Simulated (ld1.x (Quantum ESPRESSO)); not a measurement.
**Varying the ultrasoft potential for gadolinium**

Base potential:

| Quantity | Value |
| --- | --- |
| Element | Gd |
| Generator | ld1.x (Quantum ESPRESSO) 7.5 |
| Type | ultrasoft |
| Functional | PBE |
| Relativity | scalar-relativistic |
| Frozen core | [Xe] 4f7 |
| Valence charge | 3 |
| Reference configuration | 5d1 6s1 6p0 (charge +1) |
| Partial waves | 6s (bound): rcut 3.10, rcutus 3.80 bohr; 6s channel at -0.25 Ry: rcut 3.10, rcutus 3.80 bohr; 6p (bound, empty): rcut 2.95, rcutus 4.00 bohr; 6p channel at 0.8 Ry: rcut 2.95, rcutus 4.00 bohr; 5d (bound): rcut 2.30, rcutus 2.60 bohr; 5d channel at -0.1 Ry: rcut 2.30, rcutus 2.60 bohr |
| Local potential | all-electron potential smoothed inside 2.10 bohr (lloc = -2) |
| Core correction | a·sin(br)/r model core, default radius (core density twice the valence density) |
| Augmentation charge | PSQ, inside the norm-conserving radii |

All-electron outer shells of the reference configuration (PBE, scalar-relativistic, ld1.x):

```tsv
shell	level (eV)	outermost node (bohr)	outermost maximum (bohr)
4f	-15.03	–	0.56
6s	-9.28	1.60	3.21
5d	-8.40	0.79	1.92
6p	-5.73	1.90	4.07
```

Cutoffs, loose and tight: the cutoffs (Ry, on a coarse ladder) from which the occupation-weighted sum of valence levels, in a spherical-Bessel basis at the reference potential, stays within 10 and 1 mRy of its value at 400 Ry. They do not see the model core or the augmentation charge, which bear on the density cutoff. Test errors are all-electron minus pseudo excitation energies from the reference, over the configurations 5d1 6s2 6p0; 5d1 6s0 6p0; 5d1 6s1.5 6p0; 5d2 6s1 6p0; 5d2 6s0 6p0; 5d1 6s1 6p1; 5d1 6s0 6p2. A dash means not determined; rows that change the core or the reference have their own tests.

A true bound ghost makes a file unfit for plane-wave use even where its test errors are small: the radial tests pick states by their node count and pass the ghost by.

| change | outcome | cutoff, loose | cutoff, tight | bound ghosts | largest test error (meV) |
| --- | --- | --- | --- | --- | --- |
| base | generated | 12 Ry | 15 Ry | s | test run stopped at test 1 of 7 (negative rho) |
| all radii but the core radius scaled by about 0.74 (s 2.82, p 2.96, d 1.92 bohr, rcut 2.30/2.18/1.70); local potential all-electron potential smoothed inside 1.56 bohr (lloc = -2) | failed: run_pseudo: Errors in PS-KS equation | – | – | – | – |
| all radii but the core radius scaled by about 0.82 (s 3.14, p 3.30, d 2.14 bohr, rcut 2.56/2.44/1.90); local potential all-electron potential smoothed inside 1.74 bohr (lloc = -2) | failed: run_pseudo: Errors in PS-KS equation | – | – | – | – |
| all radii but the core radius scaled by about 1.18 (s 4.48, p 4.72, d 3.06 bohr, rcut 3.66/3.48/2.70); local potential all-electron potential smoothed inside 2.48 bohr (lloc = -2) | failed: chargeps: negative rho | – | – | – | – |
| all radii but the core radius scaled by about 1.29 (s 4.92, p 5.18, d 3.36 bohr, rcut 4.02/3.82/2.98); local potential all-electron potential smoothed inside 2.72 bohr (lloc = -2) | failed: run_pseudo: Errors in PS-KS equation | – | – | – | – |
| all radii but the core radius scaled by about 1.38 (s 5.22, p 5.50, d 3.58 bohr, rcut 4.26/4.06/3.16); local potential all-electron potential smoothed inside 2.88 bohr (lloc = -2) | failed: chargeps: negative rho | – | – | – | – |

(1) What comes out with this change to the base: all radii but the core radius scaled by about 1.05 (s 3.98, p 4.20, d 2.72 bohr, rcut 3.26/3.10/2.42); local potential all-electron potential smoothed inside 2.20 bohr (lloc = -2)?

(2) What comes out with this change to the base: all radii but the core radius scaled by about 0.96 (s 3.64, p 3.82, d 2.48 bohr, rcut 2.96/2.82/2.20); local potential all-electron potential smoothed inside 2.00 bohr (lloc = -2)?

(3) What comes out with this change to the base: all radii but the core radius scaled by about 1.09 (s 4.16, p 4.38, d 2.84 bohr, rcut 3.38/3.22/2.52); local potential all-electron potential smoothed inside 2.30 bohr (lloc = -2)?

Answers

(1) outcome: generated; cutoff, loose: 10 Ry; cutoff, tight: 15 Ry; bound ghosts: none; largest test error (meV): -73.

(2) outcome: generated; cutoff, loose: 12 Ry; cutoff, tight: 18 Ry; bound ghosts: s; largest test error (meV): test run stopped at test 1 of 7 (negative rho).

(3) outcome: generated; cutoff, loose: 10 Ry; cutoff, tight: 12 Ry; bound ghosts: none; largest test error (meV): -86.

Reading the sweep of the scale of all radii but the core radius (base = 1) (base included, trends over the rows without a ghost): Bound ghosts are found at 0.96, 1. The generation fails at 0.74, 0.82, 1.18, 1.29, 1.38.
